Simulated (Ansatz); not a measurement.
Geometry optimisation, RKS PBE-D4/def2-SVP in Ansatz 0.2.0.

The input (input.yaml):

```yaml
crystal:
  periodic: [false, false, false]
  atoms:
    - { symbol: B, position_ang: [0.0, 0.0, 0.0] }
    - { symbol: O, position_ang: [0.0, 0.0, 1.41] }
    - { symbol: H, position_ang: [-0.9095, -0.2814, 1.7471] }
    - { symbol: "N", position_ang: [1.3423, 0.0, -0.775] }
    - { symbol: H, position_ang: [1.8089, -0.9179, -1.0268] }
    - { symbol: H, position_ang: [1.7937, 0.9179, -1.0532] }
    - { symbol: O, position_ang: [-1.2211, 0.0, -0.705] }
    - { symbol: H, position_ang: [-1.7308, -0.8467, -0.4965] }
basis:
  gaussian: { orbitals: def2-SVP }
hamiltonian:
  xc: pbe
  dispersion: d4
relax:
  f_tol: 0.02
  max_steps: 40
```

Command:

```bash
$ ansatz run input.yaml --threads 1 --pin off --max-ram 2048MiB --backend cpu --events-out ev --progress --plain --runs-dir out
```

Task: Where does it end, and by what steps?

Result: The forces met the threshold. After 8 steps the energy has fallen by 1.403 eV; H5 moved furthest, 0.99 Å.

```csv
step,energy less start (eV),largest force component (eV/Å),accepted
0,0.0000,1.720,yes
1,-0.3184,2.598,yes
2,-0.4962,2.064,yes
3,-0.7521,0.942,yes
4,-0.9336,1.460,yes
5,-1.1834,0.833,yes
6,-1.3477,0.363,yes
7,-1.4023,0.035,yes
8,-1.4031,0.020,yes
```

```xyz
8
Properties=species:S:1:pos:R:3
B 0.046 -0.151 -0.065
O -0.043 0.260 1.259
H -0.928 0.147 1.639
N 1.287 0.015 -0.728
H 1.435 -0.278 -1.690
H 2.097 0.428 -0.273
O -1.003 -0.713 -0.784
H -1.808 -0.835 -0.257
```

The run took 21 s on 1 thread of Intel(R) Xeon(R) Platinum 8259CL CPU @ 2.50GHz (Skylake/Cascade Lake), on a shared host, peak memory 0.15 GiB.
